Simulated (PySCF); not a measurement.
5,5-difluorooxolan-3-one (C4H4F2O2), SMILES C1(F)(OCC(C1)=O)F. Atoms are numbered in the order given.

```xyz
12

O     -2.3900    -0.9294     0.6098
C     -1.3579    -0.4749     0.1950
C     -1.1796     0.8951    -0.4605
O      0.1906     0.9730    -0.8286
C      0.9188     0.0789    -0.0764
F      1.3030     0.6666     1.0963
F      2.0400    -0.2116    -0.7501
C      0.0239    -1.1115     0.2098
H     -1.8090     0.9982    -1.3586
H     -1.4576     1.6909     0.2558
H      0.2465    -1.6270     1.1530
H      0.0974    -1.8315    -0.6226
```
Charge 0, spin multiplicity 1.

Geometry: r2SCAN-D4/def2-SVP. One conformer was computed; it need not be the lowest.

Two levels are set side by side: PBE/pcSseg-1 (PySCF) and KT2/pcSseg-1 (PySCF). GIAO shifts against CFCl3 (¹⁹F), H2O (¹⁷O), TMS (¹H), TMS (¹³C) at the same level; non-relativistic, no solvent, atoms listed together averaged. Differences are taken from unrounded values.

| quantity | KT2 |
|---|---|
| δ(¹⁷O) of O1 (ppm) | 615.4 |
| δ(¹³C) of C2 (ppm) | 201.8 |
| δ(¹³C) of C3 (ppm) | 78.2 |
| δ(¹⁷O) of O4 (ppm) | 130.0 |
| δ(¹³C) of C5 (ppm) | 136.2 |
| δ(¹³C) of C8 (ppm) | 46.1 |
| δ(¹H) of H9, H10 (ppm) | 4.71 |
| δ(¹H) of H11, H12 (ppm) | 2.92 |

### Question
What does PBE give, and how far is it from KT2? (The exact figures need the calculation; the answer reports its results.)

### Answer

```tsv
quantity	PBE	PBE minus KT2
δ(¹⁷O) of O1 (ppm)	662.5	47.1
δ(¹³C) of C2 (ppm)	213.8	12.0
δ(¹³C) of C3 (ppm)	81.3	3.1
δ(¹⁷O) of O4 (ppm)	134.9	5.0
δ(¹³C) of C5 (ppm)	141.5	5.2
δ(¹³C) of C8 (ppm)	49.4	3.4
δ(¹H) of H9, H10 (ppm)	4.76	0.05
δ(¹H) of H11, H12 (ppm)	2.99	0.07
```

Rough cost on one machine, each run with all the roots and properties that it gave: KT2 against PBE within a factor of 2.
